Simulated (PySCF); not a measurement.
Radial density of Sn³³⁺ (tin, charge +33)

UHF, [Ne] 3s2 3p5, 2P determinant. Computed with PySCF 2.14 in an uncontracted even-tempered set (16 s from 5 bohr⁻², ratio 2.5; 11 p from 6.5 bohr⁻², ratio 2.5; 5 d from 30 bohr⁻², ratio 2.7; 4 f from 45 bohr⁻², ratio 2.7), with no relativity, point nucleus.

| r (bohr) | 4πr²ρ (e/bohr) | 4πr²(ρα − ρβ) |
| --- | --- | --- |
| 0.000594 | 0.3685 | 0.0000 |
| 0.000999 | 1.001 | 0.0000 |
| 0.00168 | 2.646 | 0.0001 |
| 0.00283 | 6.677 | 0.0003 |
| 0.00475 | 15.58 | 0.0013 |
| 0.00800 | 31.93 | 0.0078 |
| 0.0134 | 52.81 | 0.0448 |
| 0.0226 | 62.89 | 0.2216 |
| 0.0380 | 55.28 | 0.7911 |
| 0.0640 | 66.22 | 1.4816 |
| 0.108 | 69.93 | 0.4559 |
| 0.181 | 28.13 | 1.1544 |
| 0.305 | 29.53 | 4.0634 |
| 0.512 | 4.286 | 0.5705 |
| 0.862 | 0.02761 | 0.0034 |

A non-relativistic calculation at this Z misses sizeable relativistic shifts. Spin-orbit coupling, absent here, splits the open shell strongly.
